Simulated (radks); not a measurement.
Removal energies from the thulium ion Tm6+, [Xe] 4f9, by Delta-SCF beside the eigenvalue of the level emptied. All-electron calculation, scalar-relativistic Kohn-Sham, PBEsol, spin-polarised, spherical densities, finite nucleus; Fermi nuclear charge, rms radius of each element as measured or else 0.836 A^(1/3) + 0.57 fm. Program: a radial shooting solver on a logarithmic mesh with Libxc functionals. Open shells are filled with parallel spins first.

removed from    final configuration  Delta-SCF (eV)  -eigenvalue (eV)
4f                         [Xe] 4f8          115.64            102.57
5p            [Kr] 4d10 4f9 5s2 5p5          116.05            107.91
5s            [Kr] 4d10 4f9 5s1 5p6          148.11            139.15
4d             [Kr] 4d9 4f9 5s2 5p6          288.85            274.94
